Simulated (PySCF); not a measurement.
# Dipole moment and polarisability of `C=CC/C=C\OC=O`

Compound: C₆H₈O₂.
Numbering: `[CH2:1]=[CH:2][CH2:3]/[CH:4]=[CH:5]\[O:6][CH:7]=[O:8]` (hydrogens: H9, H10 on C1; H11 on C2; H12, H13 on C3; H14 on C4; H15 on C5; H16 on C7)

Geometry (GFN2-xTB, Å), atoms numbered from 1 in this order:
```xyz
16
C6H8O2 angstrom
C     -2.395    1.036    0.941
C     -2.068    0.180   -0.007
C     -0.991   -0.857    0.131
C      0.087   -0.602   -0.877
C      1.330   -0.259   -0.581
O      1.757   -0.139    0.732
C      3.005    0.248    0.955
O      3.836    0.515    0.139
H     -1.905    1.033    1.901
H     -3.168    1.773    0.803
H     -2.568    0.200   -0.967
H     -0.571   -0.835    1.136
H     -1.423   -1.845   -0.055
H     -0.191   -0.671   -1.918
H      2.095   -0.059   -1.320
H      3.164    0.289    2.046
```

Level: B3LYP/def2-SVPD (PySCF), static field, nuclei fixed, core orbitals frozen in the response. The polarisability tensor in these axes (au):

```
x   108.75   1.48   1.37
y     1.48  65.68   7.94
z     1.37   7.94  76.39
```

**Question.** Give the principal values, the mean and the anisotropy Δα = √{½[(α1 − α2)² + (α2 − α3)² + (α1 − α3)²]}.

**Answer.** Principal values 61.45, 80.48 and 108.89 au; mean 83.61 au = 12.39 Å³ = 13.78 × 10⁻⁴⁰ C²·m²/J; Δα = 41.35 au (49 % of the mean).

**Question.** What is the dipole moment, and where does it point?

**Answer.** (-2.04, -0.76, 0.46) D, 2.23 D in size, pointing from the negative to the positive side. Measured along this direction, the outermost atoms are O8 at the negative end and H10 at the positive end.

**Question.** Find the Langevin capture rate constant for NO+ (29.998 u) meeting this molecule (112.052 u), k = 2.342 × 10⁻⁹ cm³/s × √(α in Å³ / reduced mass in u).

**Answer.** The reduced mass is 23.66 u, so k = 1.69 × 10⁻⁹ cm³/s. The formula leaves out the permanent dipole, which adds to the capture rate.

**Question.** Traceless (Buckingham) quadrupole moment about the centre of nuclear charge: eigenvalues?

**Answer.** -14.01, 2.13, 11.88 D·Å. The values depend on the origin, since the dipole doesn't vanish. The electronic extent ⟨r²⟩ about the same centre is 1367 bohr², a root-mean-square distance of 2.53 Å for the 60 electrons.

**Question.** In a dilute gas of rigid molecules at 250 K, how does the orientational term μ²/3kT compare with the electronic polarisability?

**Answer.** In Gaussian units μ²/3kT = 47.90 Å³ against 12.39 Å³, a ratio of 3.87; the Debye molar polarisation (4π/3)N_A(α + μ²/3kT) is 152.1 cm³/mol, leaving out the vibrational part.

Geometry: GFN2-xTB, one conformer, isolated molecule.
